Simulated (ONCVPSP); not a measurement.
Configuration tests for nickel (Ni) (ONCV)

```
Element                 : Ni
Generator               : ONCVPSP 4.0.1
Type                    : optimised norm-conserving Vanderbilt (ONCV)
Functional              : PW91
Relativity              : scalar-relativistic
Frozen core             : [Ne]
Valence charge          : 18
Reference configuration : 3s2 3p6 3d8 4s2
Partial waves           : 3s+4s: rc 1.05 bohr, ncon 3, nbas 6, qcut 9.5 1/bohr, 2 projectors; 3p: rc 0.90 bohr, ncon 3, nbas 6, qcut 12.2 1/bohr, 2 projectors, debl 1.4 Ha; 3d: rc 0.90 bohr, ncon 5, nbas 10, qcut 17.9 1/bohr, 2 projectors, debl 2 Ha
Local potential         : polynomial inside 0.60 bohr (lpopt 5, dvloc0 -1 Ha)
Core correction         : Teter function, fcfact 5.75, rcfact 1.2
```

In the p channel the program set the typed energies aside and used -2.625, 0.250 Ha.

Energies are relative to the spin-unpolarised reference configuration 3s2 3p6 3d8 4s2; without spin polarisation the order of configurations can differ from experiment.

| valence configuration | charge | ΔE all-electron (eV) | error AE − PS (meV) |
| --- | --- | --- | --- |
| 3s2 3p6 3d8 4s1 | +1 | 9.391 | -0.4 |
| 3s2 3p6 3d8 4s0 | +2 | 26.802 | -0.1 |
| 3s2 3p6 3d7 4s0 | +3 | 64.379 | -6.4 |

(1) What are ΔE and the potential's error for 3s2 3p6 3d7 4s2 4p1?

Results:

(1) ΔE = 10.583 eV all-electron; the error (AE − PS) is +4.0 meV.
